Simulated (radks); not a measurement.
Fractional charge and spin in the 3p shell of vanadium: the spin-up occupation runs from 2 to 3 and the spin-down occupation from 2 to 3; the fullest corner is V3+, [Ne] 3s2 3d(up 1, down 1) 3p(up 3, down 3). All-electron calculation, scalar-relativistic Kohn-Sham, SCAN, spin-polarised, spherical densities, finite nucleus; meta-GGA in the generalised Kohn-Sham scheme; Fermi nuclear charge, rms radius of each element as measured or else 0.836 A^(1/3) + 0.57 fm. Program: a radial shooting solver on a logarithmic mesh with Libxc functionals. Energy (eV) minus the two flat planes that join the four corners (they meet along the diagonal where the two added fractions sum to one electron); zero is where a piecewise linear energy would lie.

down \ up,2,2.5,3
2,0.000,-2.532,0.000
2.5,-2.532,0.508,-2.349
3,0.000,-2.349,0.000

Corners above the fullest one (they belong to V4+ and the next ion): (up 3, down 2) 87.918 eV, (up 2, down 3) 87.918 eV, (up 2, down 2) 197.38 eV. With half an added electron in each spin the energy lies 0.508 eV from the planes, and with half an added electron in spin up alone -2.532 eV. The planes are only a guide here: the flat-plane condition holds for ground states with one frontier orbital, while this shell lies below other occupied shells, so the corners above the fullest one are inner-hole states and not the ground states of those ions.
